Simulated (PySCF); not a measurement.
How methods differ on the excitation energy of Ca+

Ca+ [Ar] 4s1 (2S) → Ca+ [Ar] 3d1 (2D), as a difference of total energies. Computed with PySCF 2.14 in dyall-av2z (17s13p4d, 76 functions), with the non-relativistic Hamiltonian (point nucleus). The calculations carry no spin-orbit coupling.

```
 method  excitation energy (eV)  difference from reference (eV)
    UHF                   3.457                          +1.760
    LDA                   3.004                          +1.307
    PBE                   2.831                          +1.134
   PBE0                   2.916                          +1.219
 r2SCAN                   2.804                          +1.107
  wB97X                   2.892                          +1.195
   TPSS                   2.719                          +1.022
  B97-3                   2.862                          +1.165
r2SCANh                   2.851                          +1.154
```

Reference: 1.697 eV (measured; NIST levels, between the centres of gravity of the two terms).

These non-relativistic numbers lack the scalar-relativistic shift.
